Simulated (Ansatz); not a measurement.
Consider the ligand exchange at the Hf–Br bond: `[F][Hf]([F])([F])[Br]` + H₂S → `[F][Hf]([F])([F])[SH]` + HBr.

Program: Ansatz. Geometries: PBE0-D4/def2-TZVP. ΔE: electronic, gas phase. CBS: MP2 limit from def2 TZ/QZ plus the TZ coupled-cluster correction, frozen cores. This one scheme is used for every species. Functionals use def2-TZVPP. def2 core potentials past Kr. For Br, Hf outer-core shells are correlated without core-valence functions, which leaves a few kJ/mol of doubt a bond. Scalar relativity is left out up to krypton. Each species was taken in one conformer, which may not be the lowest.

(1) Is it downhill or uphill in electronic energy at CCSD(T)/CBS, and by how much? (Best estimate.)

(2) What do these levels give: PBE, r2SCANh, HF/def2-SVP, CCSD/def2-SVP, CCSD(T)/def2-SVP, CCSD/def2-TZVPP? (Best estimate.)

Largest T1 diagnostic among the species: 0.016.

Results:

(1) The calculation gave: Uphill: ΔE = +16.9 kcal/mol.

(2) Computed: PBE 15.3, r2SCANh 16.7, HF/def2-SVP 18.9, CCSD/def2-SVP 17.3, CCSD(T)/def2-SVP 17.0, CCSD/def2-TZVPP 17.1 kcal/mol.

From BLYP to BHLYP (50 % exact exchange), in def2-TZVPP and without D4, ΔE moves by +1.9 kcal/mol. In def2-TZVPP, CCSD(T) changes the Hartree–Fock value by −3.1 kcal/mol (the triples alone add −0.5 kcal/mol) and MP2 by −2.8 kcal/mol.
